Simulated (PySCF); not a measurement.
`N#C[C@@H]1[C@H](S)C12CC2`, C6H7NS

Geometry:
```tsv
atom	x (Å)	y (Å)	z (Å)
N1	-1.925	2.423	-0.390
C2	-1.351	1.492	-0.729
C3	-0.621	0.335	-1.105
C4	-0.864	-0.988	-0.373
S5	-2.152	-1.167	0.876
C6	0.364	-0.223	-0.122
C7	1.825	-0.444	-0.054
C8	1.102	0.296	1.049
H9	-0.393	0.286	-2.166
H10	-0.822	-1.893	-0.966
H11	-2.020	0.053	1.393
H12	2.462	0.123	-0.717
H13	2.180	-1.444	0.147
H14	0.963	-0.205	1.997
H15	1.248	1.363	1.136
```

Computed with TDDFT wB97X-D/def2-SVPD circular dichroism and optical rotation, one conformer, gas phase (PySCF). Geometry: GFN2-xTB.

The molecule is flexible and this is one conformer; a measurement averages over conformers.

Task: Assign R or S to each stereocentre.

Result: C3 R, C4 S.

Task: Which excitations and rotatory strengths does the calculation give?

Result: Rotatory strengths R in 10⁻⁴⁰ esu² cm², velocity form and length form (origin at the centre of mass); f in length form.
```tsv
state	E (eV)	λ (nm)	f	R (velocity)	R (length)	main
1	5.59	222	0.0009	+9.4	+9.8	HOMO→LUMO 0.64, HOMO→LUMO+3 0.16
2	6.54	190	0.038	+1.6	+1.9	HOMO→LUMO+1 0.57, HOMO→LUMO+2 0.26
3	6.86	181	0.013	+9.7	+12.3	HOMO→LUMO+3 0.31, HOMO→LUMO 0.28
4	7.01	177	0.025	+1.1	+1.0	HOMO→LUMO+3 0.36, HOMO→LUMO+2 0.32
5	7.31	170	0.016	-4.2	-4.4	HOMO−1→LUMO 0.32, HOMO−1→LUMO+5 0.14
6	7.58	164	0.002	-1.5	-1.1	HOMO→LUMO+5 0.27, HOMO−1→LUMO 0.13
7	7.78	159	0.096	-67.5	-71.5	HOMO→LUMO+4 0.44
8	7.91	157	0.027	-37.3	-37.8	HOMO→LUMO+5 0.41, HOMO−1→LUMO+1 0.08
```

Among the states computed, the strongest CD band (largest |R|) is state 7. The largest dissymmetry factor in size, g = 4R/(D+G), with D and G the electric and magnetic dipole strengths, is +0.09 for state 1 (velocity form, f = 0.0009), among bands with |R| over 0.5. The mirror image has the same energies and oscillator strengths and all R with the opposite sign.
